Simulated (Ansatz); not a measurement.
Ansatz (an electronic-structure program) input:

Ansatz 0.2 input:
```yaml
crystal:
  periodic: [false, false, false]
  atoms:
    - {symbol: B, position_ang: [-0.20682422, -0.10934340, -0.55880604]}
    - {symbol: H, position_ang: [-0.95157751, 0.25458999, -1.38452603]}
    - {symbol: H, position_ang: [0.59825544, -0.91973139, -0.81258450]}
    - {symbol: P, position_ang: [-0.40343255, 0.51073243, 1.17981222]}
    - {symbol: H, position_ang: [0.91724082, 0.34011733, 1.60071587]}
basis:
  gaussian:
    orbitals: def2-TZVP
hamiltonian:
  xc: b3lyp
  dispersion: d3bj
magnetization: {spin_polarized: true, initial_magnetization: 1}
relax: {f_tol: 0.002, max_steps: 150}
```

What final total energy does it print?

-367.98749 Eh (B3LYP-D3(BJ)/def2-TZVP). The basis has 86 functions.

It need not be the lowest isomer of its formula.
